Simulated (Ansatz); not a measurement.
Al(Me)(F) (CH3AlF), SMILES [Al+]([CH3])[F], charge +1.

Geometry optimised at ωB97X-D3(BJ)/def2-TZVP. The spin state was assumed, not searched. The isomer is the one that the SMILES or the coordinates give; other isomers of the formula were not compared.

Two levels are set side by side: PBE/def2-TZVPD (Ansatz, a first-principles code) and PBE0/def2-TZVPD (Ansatz). Energy differences of separate SCF runs at the same geometry; the states with an electron removed or added have multiplicity 2 and 2. Differences are taken from unrounded values.

| quantity | PBE0 | PBE | PBE minus PBE0 |
|---|---|---|---|
| vertical ionisation energy (eV) | 18.76 | 18.64 | -0.12 |
| vertical electron affinity (eV) | 6.14 | 6.19 | 0.05 |
| vertical singlet–triplet gap (eV) | 5.56 | 5.43 | -0.13 |
